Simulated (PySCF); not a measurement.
## HI from Hartree–Fock to correlated methods

State: ¹Σ⁺ (singlet), closed shell. Set-up: H aug-cc-pVDZ, I aug-cc-pVDZ-PP with ECP28; scalar-relativistic core potentials (PySCF 2.14). De refers to H + I in their high-spin ground configurations, without counterpoise correction. A positive dipole means H(−)I(+).

```csv
Level,Re (Å),ωe (cm⁻¹),De (eV),μ (D)
RHF,1.605,2452,2.26,-0.56
RHF-MP2,1.610,2388,3.20,n/a
RHF-SCS-MP2,1.613,2370,3.22,n/a
RHF-CCSD,1.617,2335,3.26,n/a
RHF-CCSD(T),1.618,2321,3.31,n/a
PBE,1.635,2247,3.40,-0.43
PBEsol,1.634,2256,3.60,-0.47
PW91,1.634,2249,3.41,-0.42
r²SCAN,1.622,2315,3.39,-0.49
PBE0,1.620,2337,3.33,-0.48
B97-3,1.621,2332,3.30,-0.46
LC-ωPBE,1.609,2418,3.22,-0.53
```

**Question.** What are the measured Re and ωe, and which levels come closest?

**Answer.** Re = 1.60916 Å and ωe = 2309.014 cm⁻¹ (Huber and Herzberg, Constants of Diatomic Molecules (1979)). Closest are LC-ωPBE for the length (off by 0.000 Å) and r²SCAN for the frequency (off by 0.2 %).

```
      Level  error in Re (pm)  error in ωe (%)
        RHF              -0.4              6.2
    RHF-MP2               0.1              3.4
RHF-SCS-MP2               0.4              2.6
   RHF-CCSD               0.7              1.1
RHF-CCSD(T)               0.9              0.5
        PBE               2.6             -2.7
     PBEsol               2.5             -2.3
       PW91               2.5             -2.6
     r²SCAN               1.3              0.2
       PBE0               1.1              1.2
      B97-3               1.2              1.0
    LC-ωPBE               0.0              4.7
```

Correlated steps freeze 4 core orbitals. Correlated levels converge slowly with the basis: in double zeta they bind strong bonds too weakly, by up to about 1 eV, and carry superposition errors of some tenths. These are scalar-relativistic numbers at best; spin–orbit coupling would shift them, the dissociation energy most. Where the molecule has an RHF reference, its open-shell atoms are computed with UHF.
